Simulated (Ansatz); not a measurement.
Basis-set extrapolation for C$_{3}$H$_{6}$BF, SMILES `B/C=C/CF` (PBE0-D4/def2-TZVP geometry, frozen core, Ansatz 0.2.0). Multiplicity 1, RHF reference.

|  | def2-TZVPP | def2-QZVPP |
| --- | --- | --- |
| HF | -241.277322 | -241.288151 |
| MP2 correlation | -0.835172 | -0.897082 |
| CCSD(T) correlation | -0.909544 | not run |

Energies in hartree. Use E(X) = E(∞) + A·exp(−7.88·√X) for Hartree–Fock and E(X) = E(∞) + B·X^(−2.97) for correlation, with X = 3 and 4, and add CCSD(T) minus MP2 of the smaller set to the MP2 limit.

**Question.** What is the CCSD(T) energy at the basis-set limit?

**Answer.** HF limit: -241.288151 + (-0.010829) × 0.13774 = -241.28964. MP2 limit: -0.897082 + (-0.061910) × 0.74074 = -0.94294. Higher-order term: -0.909544 − (-0.835172) = -0.07437. Total: -242.30695 hartree, 315.3 kJ/mol below CCSD(T)/def2-TZVPP.
